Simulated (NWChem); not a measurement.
System: C₂H₈BN; SMILES CBNC

Input file for NWChem:

```
start job
memory heap 200 mb stack 900 mb global 1100 mb
geometry units angstroms noautosym nocenter noautoz
  B     -0.708034    -0.687847     0.138280
  H     -1.839603    -1.127362     0.293735
  C      0.515688    -1.682392     0.052120
  H      1.514247    -1.221802    -0.089090
  H      0.353517    -2.403027    -0.778927
  H      0.556134    -2.305426     0.972146
  N     -0.614079     0.711697     0.049387
  C      0.557086     1.547729    -0.132752
  H     -1.483610     1.245260     0.120273
  H      0.700606     2.253441     0.715114
  H      0.494809     2.154304    -1.063180
  H      1.464260     0.919334    -0.202720
end
basis spherical
  * library def2-svp
end
dft
  xc b3lyp
  iterations 150
end
property
  efieldgrad
end
task dft property
```

Output (shortened):

```
             Northwest Computational Chemistry Package (NWChem) 7.3.0
             --------------------------------------------------------

                             Geometry "geometry" -> ""
                             -------------------------

 Output coordinates in angstroms (scale by  1.889725989 to convert to a.u.)

  No.       Tag          Charge          X              Y              Z
 ---- ---------------- ---------- -------------- -------------- --------------
    1 B                    5.0000    -0.70803400    -0.68784700     0.13828000
    2 H                    1.0000    -1.83960300    -1.12736200     0.29373500
    3 C                    6.0000     0.51568800    -1.68239200     0.05212000
    4 H                    1.0000     1.51424700    -1.22180200    -0.08909000
    5 H                    1.0000     0.35351700    -2.40302700    -0.77892700
    6 H                    1.0000     0.55613400    -2.30542600     0.97214600
    7 N                    7.0000    -0.61407900     0.71169700     0.04938700
    8 C                    6.0000     0.55708600     1.54772900    -0.13275200
    9 H                    1.0000    -1.48361000     1.24526000     0.12027300
   10 H                    1.0000     0.70060600     2.25344100     0.71511400
   11 H                    1.0000     0.49480900     2.15430400    -1.06318000
   12 H                    1.0000     1.46426000     0.91933400    -0.20272000

 Effective nuclear repulsion energy (a.u.)     114.8912650327

                              NWChem Property Module
                              ----------------------

  itol2e modified to match energy
  convergence criterion.

                                 NWChem DFT Module
                                 -----------------

 Summary of "ao basis" -> "ao basis" (spherical)
 ------------------------------------------------------------------------------
       Tag                 Description            Shells   Functions and Types
 ---------------- ------------------------------  ------  ---------------------
 B                          def2-svp                 6       14   3s2p1d
 H                          def2-svp                 3        5   2s1p
 C                          def2-svp                 6       14   3s2p1d
 N                          def2-svp                 6       14   3s2p1d

  itol2e modified to match energy
  convergence criterion.

            General Information
            -------------------
          SCF calculation type: DFT
          Wavefunction type:  closed shell.
          No. of atoms     :    12
          No. of electrons :    32
           Alpha electrons :    16
            Beta electrons :    16
          Charge           :     0
          Spin multiplicity:     1
          Use of symmetry is: off; symmetry adaption is: off
          Maximum number of iterations: 150
          AO basis - number of functions:    96
                     number of shells:    48
          Convergence on energy requested:  1.00D-07
          Convergence on density requested:  1.00D-05
          Convergence on gradient requested:  5.00D-04

              XC Information
              --------------
                         B3LYP Method XC Potential
                     Hartree-Fock (Exact) Exchange  0.200
                        Slater Exchange Functional  0.800 local
                    Becke 1988 Exchange Functional  0.720 non-local
              Lee-Yang-Parr Correlation Functional  0.810
                  VWN I RPA Correlation Functional  0.190 local

             Grid Information
             ----------------
          Grid used for XC integration:  fine
          Radial quadrature: Mura-Knowles
          Angular quadrature: Lebedev.
          Tag              B.-S. Rad. Rad. Pts. Rad. Cut. Ang. Pts.
          ---              ---------- --------- --------- ---------
          B                   0.85       70          10.0       590
          H                   0.35       60          12.0       590
          C                   0.70       70          11.0       590
          N                   0.65       70          10.0       590
          Grid pruning is: on
          Number of quadrature shells:   760
          Spatial weights used:  Erf1

      Superposition of Atomic Density Guess
      -------------------------------------

 Sum of atomic energies:        -157.99202938

      Non-variational initial energy
      ------------------------------

 Total energy =    -160.480819
 1-e energy   =    -437.746790
 2-e energy   =     162.374706
 HOMO         =      -0.326724
 LUMO         =       0.041731

   convergence    iter        energy       DeltaE   RMS-Dens  Diis-err
 ---------------- ----- ----------------- --------- --------- ---------
 d= 0,ls=0.0,diis     1   -160.5167893845 -2.75D+02  7.46D-03  3.32D-01
 d= 0,ls=0.0,diis     2   -160.5473088541 -3.05D-02  3.09D-03  1.27D-01
 d= 0,ls=0.0,diis     3   -160.5555215177 -8.21D-03  1.33D-03  5.50D-02
 d= 0,ls=0.0,diis     4   -160.5611977981 -5.68D-03  3.29D-04  2.16D-03
 d= 0,ls=0.0,diis     5   -160.5614604894 -2.63D-04  6.07D-05  6.12D-05
  Resetting Diis
 d= 0,ls=0.0,diis     6   -160.5614689713 -8.48D-06  8.39D-06  1.03D-06
 d= 0,ls=0.0,diis     7   -160.5614690935 -1.22D-07  3.36D-06  4.66D-08
 d= 0,ls=0.0,diis     8   -160.5614690933  2.03D-10  1.68D-06  5.26D-08

         Total DFT energy =     -160.561469093311
      One electron energy =     -442.195138178287
           Coulomb energy =      191.524759663929
    Exchange-Corr. energy =      -24.782355611618
 Nuclear repulsion energy =      114.891265032666

 Numeric. integr. density =       31.999983210882

                       DFT Final Molecular Orbital Analysis
                       ------------------------------------

 Vector   14  Occ=2.000000D+00  E=-3.470517D-01
              MO Center= -4.1D-02, -1.1D+00,  8.5D-02, r^2= 2.8D+00
   Bfn.  Coefficient  Atom+Function         Bfn.  Coefficient  Atom+Function
  ----- ------------  ---------------      ----- ------------  ---------------
    24      0.354151   3 C  py                5      0.291839   1 B  py
    53     -0.244635   7 N  py               39     -0.183361   5 H  s
    44     -0.183371   6 H  s                15      0.166833   2 H  s
    27      0.163431   3 C  py               34      0.138716   4 H  s
     2      0.122958   1 B  s                77      0.105750   9 H  s

[...]

          -----------------------
          Electric field gradient
          -----------------------

 1 a.u. = 0.324123 10**(16) esu/cm**3  ( or statvolts/cm**2 ) = 0.97174 10**(22) v/m**2

 ------------------------------------------------------------
   Atom      X         Y         Z
 ------------------------------------------------------------
    1 B   -1.33799  -1.29984   0.26131
 ------------------------------------------------------------

 Electric field gradient in molecular frame (a.u.)
         XX             YY             ZZ             XY             XZ             YZ
 ------------------------------------------------------------------------------------------
        0.196496       0.164018      -0.360515      -0.029189      -0.063856      -0.026359

 Principal components (a.u.) and orientation
 of principal axis w.r.t. absolute frame                      Asymmetry parameter eta
 --------------------------------------------------------------------------------------
       -0.369374       0.216912       0.152461                       0.174488

        0.114778       0.888761       0.443768
        0.055295      -0.451744       0.890432
        0.991851      -0.077664      -0.100994

 ------------------------------------------------------------
   Atom      X         Y         Z
 ------------------------------------------------------------
    2 H   -3.47635  -2.13041   0.55508
 ------------------------------------------------------------

 Electric field gradient in molecular frame (a.u.)
         XX             YY             ZZ             XY             XZ             YZ
 ------------------------------------------------------------------------------------------
       -0.161305       0.064166       0.097139      -0.102767       0.036213       0.014008

 Principal components (a.u.) and orientation
 of principal axis w.r.t. absolute frame                      Asymmetry parameter eta
 --------------------------------------------------------------------------------------
       -0.206088       0.103977       0.102111                       0.009054

        0.924927      -0.362404       0.114774
        0.358298       0.931967       0.055318
       -0.127013      -0.010042       0.991850

 ------------------------------------------------------------
   Atom      X         Y         Z
 ------------------------------------------------------------
    3 C    0.97451  -3.17926   0.09849
 ------------------------------------------------------------

 Electric field gradient in molecular frame (a.u.)
         XX             YY             ZZ             XY             XZ             YZ
 ------------------------------------------------------------------------------------------
        0.050228       0.040118      -0.090346      -0.113278      -0.010050       0.005789

 Principal components (a.u.) and orientation
 of principal axis w.r.t. absolute frame                      Asymmetry parameter eta
 --------------------------------------------------------------------------------------
        0.159072      -0.091186      -0.067886                       0.146472

        0.722339       0.114795       0.681945
       -0.690066       0.055307       0.721631
       -0.045123       0.991848      -0.119167

 ------------------------------------------------------------
   Atom      X         Y         Z
 ------------------------------------------------------------
    4 H    2.86151  -2.30887  -0.16836
 ------------------------------------------------------------

 Electric field gradient in molecular frame (a.u.)
         XX             YY             ZZ             XY             XZ             YZ
 ------------------------------------------------------------------------------------------
       -0.202431       0.066985       0.135445      -0.165679       0.049137       0.023375

 Principal components (a.u.) and orientation
 of principal axis w.r.t. absolute frame                      Asymmetry parameter eta
 --------------------------------------------------------------------------------------
       -0.288243       0.145809       0.142434                       0.011711

        0.895655      -0.429683       0.114783
        0.426117       0.902980       0.055242
       -0.127383      -0.000566       0.991853

 ------------------------------------------------------------
   Atom      X         Y         Z
 ------------------------------------------------------------
    5 H    0.66805  -4.54106  -1.47196
 ------------------------------------------------------------

 Electric field gradient in molecular frame (a.u.)
         XX             YY             ZZ             XY             XZ             YZ
 ------------------------------------------------------------------------------------------
        0.133159      -0.035472      -0.097687      -0.043395      -0.045171      -0.205851

 Principal components (a.u.) and orientation
 of principal axis w.r.t. absolute frame                      Asymmetry parameter eta
 --------------------------------------------------------------------------------------
       -0.284142       0.145504       0.138638                       0.024162

        0.148231       0.744978       0.650412
        0.645845      -0.570985       0.506813
        0.748940       0.344940      -0.565778

 ------------------------------------------------------------
   Atom      X         Y         Z
 ------------------------------------------------------------
    6 H    1.05094  -4.35662   1.83709
 ------------------------------------------------------------

 Electric field gradient in molecular frame (a.u.)
         XX             YY             ZZ             XY             XZ             YZ
 ------------------------------------------------------------------------------------------
        0.141075       0.009650      -0.150725       0.005347      -0.014030       0.197437

 Principal components (a.u.) and orientation
 of principal axis w.r.t. absolute frame                      Asymmetry parameter eta
 --------------------------------------------------------------------------------------
       -0.284140       0.145503       0.138637                       0.024163

        0.034376      -0.654074       0.755649
       -0.557882       0.614773       0.557513
        0.829208       0.440728       0.343763

 ------------------------------------------------------------
   Atom      X         Y         Z
 ------------------------------------------------------------
    7 N   -1.16044   1.34491   0.09333
 ------------------------------------------------------------

 Electric field gradient in molecular frame (a.u.)
         XX             YY             ZZ             XY             XZ             YZ
 ------------------------------------------------------------------------------------------
       -0.548724      -0.074379       0.623103      -0.037047       0.139836       0.044204

 Principal components (a.u.) and orientation
 of principal axis w.r.t. absolute frame                      Asymmetry parameter eta
 --------------------------------------------------------------------------------------
        0.641750      -0.568751      -0.073000                       0.772498

        0.114784       0.989242      -0.090691
        0.055286       0.084791       0.994864
        0.991851      -0.119209      -0.044958

 ------------------------------------------------------------
   Atom      X         Y         Z
 ------------------------------------------------------------
    8 C    1.05274   2.92478  -0.25086
 ------------------------------------------------------------

 Electric field gradient in molecular frame (a.u.)
         XX             YY             ZZ             XY             XZ             YZ
 ------------------------------------------------------------------------------------------
       -0.086858       0.010809       0.076049      -0.146026       0.027497       0.020778

 Principal components (a.u.) and orientation
 of principal axis w.r.t. absolute frame                      Asymmetry parameter eta
 --------------------------------------------------------------------------------------
       -0.196358       0.115968       0.080390                       0.181191

        0.804925      -0.582171       0.114771
        0.579956       0.812767       0.055315
       -0.125485       0.022038       0.991851

 ------------------------------------------------------------
   Atom      X         Y         Z
 ------------------------------------------------------------
    9 H   -2.80362   2.35320   0.22728
 ------------------------------------------------------------

 Electric field gradient in molecular frame (a.u.)
         XX             YY             ZZ             XY             XZ             YZ
 ------------------------------------------------------------------------------------------
       -0.223871       0.014193       0.209678       0.236538       0.037384      -0.016286

 Principal components (a.u.) and orientation
 of principal axis w.r.t. absolute frame                      Asymmetry parameter eta
 --------------------------------------------------------------------------------------
       -0.372438       0.213096       0.159342                       0.144331

        0.849679       0.114784       0.514655
       -0.522740       0.055288       0.850697
       -0.069192       0.991851      -0.106979

[...]
```

Level: B3LYP/def2-SVP. Geometry: optimised at PBE-D3(BJ)/def2-SVP. NWChem prints the field gradient with the sign opposite to the second derivative of the potential.
